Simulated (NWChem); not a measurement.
## Total energies of isocyanic acid (CHNO)

```
C
O 1 1.1649
N 1 1.2104 2 172.97
H 3 1.0086 1 128.31 2 180.00
```
Charge 0, spin multiplicity 1.

Everything below was run with NWChem. Structure: optimised with PBE0/def2-SVP, a minimum by its harmonic frequencies.

Basis set: STO-3G (16 functions).

| method | total energy (Ha) |
|---|---|
| RHF | -165.49844 |
| MP2 | -165.69506 |
| B2PLYP | -166.15888 |
| PBE | -166.21448 |
| B3LYP | -166.37532 |
| PBE0 | -166.22407 |
| CCSD(T) | -165.71417 |

Total energies of different functionals aren't comparable as a measure of quality: only differences taken within one method are. 

The correlated methods keep 3 core orbitals frozen. B3LYP has NWChem's definition, with VWN1-RPA local correlation. Coupled-cluster values serve here as a point of comparison, not as the truth.
